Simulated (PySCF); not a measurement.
# `C[C@H]1C[C@@H](F)C[C@@H]1S`, C$_{6}$H$_{11}$FS

Molfile (atoms numbered from 1):
```
C6H11FS
     RDKit          3D

 19 19  0  0  0  0  0  0  0  0999 V2000
    2.1457    0.0683   -0.1107 C   0  0  0  0  0  0  0  0  0  0  0  0
    0.6592    0.2875   -0.3425 C   0  0  1  0  0  0  0  0  0  0  0  0
   -0.0333   -0.8774   -1.0687 C   0  0  0  0  0  0  0  0  0  0  0  0
   -1.4581   -0.9679   -0.4978 C   0  0  1  0  0  0  0  0  0  0  0  0
   -1.6256   -2.1866    0.1348 F   0  0  0  0  0  0  0  0  0  0  0  0
   -1.5830    0.1602    0.5274 C   0  0  0  0  0  0  0  0  0  0  0  0
   -0.1418    0.4126    0.9572 C   0  0  2  0  0  0  0  0  0  0  0  0
    0.1052    1.9904    1.8279 S   0  0  0  0  0  0  0  0  0  0  0  0
    2.3134   -0.8501    0.4476 H   0  0  0  0  0  0  0  0  0  0  0  0
    2.5601    0.8972    0.4590 H   0  0  0  0  0  0  0  0  0  0  0  0
    2.6740    0.0003   -1.0586 H   0  0  0  0  0  0  0  0  0  0  0  0
    0.5206    1.2074   -0.9227 H   0  0  0  0  0  0  0  0  0  0  0  0
   -0.0401   -0.7347   -2.1475 H   0  0  0  0  0  0  0  0  0  0  0  0
    0.4804   -1.8146   -0.8527 H   0  0  0  0  0  0  0  0  0  0  0  0
   -2.2393   -0.9331   -1.2643 H   0  0  0  0  0  0  0  0  0  0  0  0
   -1.9950    1.0497    0.0477 H   0  0  0  0  0  0  0  0  0  0  0  0
   -2.2298   -0.1244    1.3554 H   0  0  0  0  0  0  0  0  0  0  0  0
    0.1798   -0.3455    1.6746 H   0  0  0  0  0  0  0  0  0  0  0  0
   -0.3022    2.7701    0.8264 H   0  0  0  0  0  0  0  0  0  0  0  0
  1  2  1  0
  2  3  1  0
  3  4  1  0
  4  5  1  0
  4  6  1  0
  6  7  1  0
  7  8  1  0
  7  2  1  0
  1  9  1  0
  1 10  1  0
  1 11  1  0
  2 12  1  6
  3 13  1  0
  3 14  1  0
  4 15  1  6
  6 16  1  0
  6 17  1  0
  7 18  1  1
  8 19  1  0
M  END
```

Method used: TDDFT CAM-B3LYP/def2-SVPD circular dichroism and optical rotation, one conformer, gas phase in PySCF 2.14.0. Geometry: GFN2-xTB.

The molecule is flexible and this is one conformer; a measurement averages over conformers. States above about 8.2 eV (minus the energy of the highest occupied orbital) lie near or above the ionisation threshold and depend on the basis.

Q: Draw the ECD and absorption spectra from the lowest 16 states, each a Gaussian of half-width 0.2 eV at 1/e height.

A: 
```
E (eV)  λ (nm)  Δε (L mol⁻¹ cm⁻¹)  ε (L mol⁻¹ cm⁻¹)
  5.05     245               0.00             0.571
  5.20     238              +0.06              13.8
  5.35     232              +0.49               109
  5.50     225              +1.26               278
  5.65     219              +1.05               230
  5.80     214              +0.29              75.5
  5.95     208              +0.15               248
  6.10     203              +0.73              1410
  6.25     198              +1.38              2670
  6.40     194              +0.85              1640
  6.55     189              +0.18               334
  6.70     185              +0.16               111
  6.85     181              +0.69               416
  7.00     177              +1.00               636
  7.15     173              -0.09               469
  7.30     170              -3.48              1160
  7.45     166              -6.94              3030
  7.60     163              -4.58              3480
  7.75     160              -1.61              1680
  7.90     157              -3.78               781
  8.05     154              -6.02              2690
  8.20     151              -2.99              6250
  8.35     148             -17.38              9280
  8.50     146             -23.42             15700
  8.65     143             -12.70             20400
  8.80     141             -11.56             14700
```
Δε uses R in velocity form, ε uses f in length form. Only the states computed contribute, so the short-wavelength end is incomplete.
